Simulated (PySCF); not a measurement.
C3H13NSi2, SMILES CCC(N)([SiH3])[SiH3].

The structure is a stationary point at PBE0-D3(BJ)/def2-SVP. This is a generated structure with no PubChem entry under its InChIKey; it may be hypothetical. The values are those of a single conformer.

Two levels are set side by side: TDA-PBE/def2-SVPD (PySCF) and TDA-ωB97X/def2-SVPD (PySCF). Vertical, same geometry. The lowest singlet is HOMO→LUMO 99 % with PBE and HOMO→LUMO 71 % with the other functional; states are paired by order. Differences are taken from unrounded values.

| quantity | TDA-PBE |
|---|---|
| lowest singlet excitation (eV) | 4.86 |
| lowest triplet excitation (TDA) (eV) | 4.68 |
| first bright state (f over 0.05) (eV) | 5.51 |
| its oscillator strength | 0.07 |

### Question
These are the TDA-PBE values. What does TDA-ωB97X give? (The exact figures need the calculation; the answer reports its results.)

### Answer

```csv
quantity,TDA-ωB97X,TDA-PBE minus TDA-ωB97X
lowest singlet excitation (eV),6.19,-1.33
lowest triplet excitation (TDA) (eV),5.99,-1.31
first bright state (f over 0.05) (eV),7.27,-1.76
its oscillator strength,0.12,-0.05
```

Functionals without exact exchange tend to place singlet excitations lower, as here. Differences between two approximate levels are no errors against the true value.

Rough cost on one machine, each run with all the roots and properties that it gave: TDA-ωB97X against TDA-PBE about 4 times.
